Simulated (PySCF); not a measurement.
## CsIn: energy against distance

Set-up: basis Cs def2-SVPD with ECP46, In def2-SVPD with ECP28; scalar-relativistic core potentials; PySCF 2.14. Energies in eV from Cs + In in their ground configurations at the same level. State: ¹Σ⁺ (singlet), closed shell, a second solution, started from another occupation.

All columns are PBE0. A positive dipole means Cs(−)In(+).

```
R (Å)  E (eV)  μ (D)  Mulliken charge on Cs (basis-dependent)  HOMO (eV)  LUMO (eV)  Mayer bond order  ⟨S²⟩
3.309   0.170  -3.61                                     0.24      -2.77      -1.75              0.97  0.00
3.463  -0.070  -3.93                                     0.23      -2.78      -1.65              0.97  0.00
3.617  -0.231  -4.17                                     0.21      -2.78      -1.56              0.97  0.00
3.733  -0.312  -4.31                                     0.20      -2.78      -1.51              0.97  0.00
3.848  -0.367  -4.42                                     0.19      -2.77      -1.47              0.98  0.00
3.963  -0.401  -4.52                                     0.18      -2.76      -1.44              0.98  0.00
4.117  -0.420  -4.62                                     0.16      -2.75      -1.41              0.99  0.00
4.310  -0.412  -4.70                                     0.14      -2.74      -1.38              0.99  0.00
4.541  -0.373  -4.77                                     0.11      -2.71      -1.36              1.00  0.00
4.848  -0.290  -4.82                                     0.07      -2.68      -1.35              1.00  0.00
```

A fit through these points gives, at Re = 4.164 Å, μ = -4.64 D and dμ/dR = -0.502 D/Å; the reduced mass is 61.63 u.

How strong is the fundamental in the double-harmonic approximation, I = 42.26·(dμ/dR)²/μred km/mol?

I = 42.26·(-0.502)²/61.63 = 0.173 km/mol at PBE0.

Closed-shell solutions of metal pairs were not tested for spin polarisation, which can lower them a little. Spin–orbit coupling is left out, which matters for elements this heavy, above all for dissociation energies.
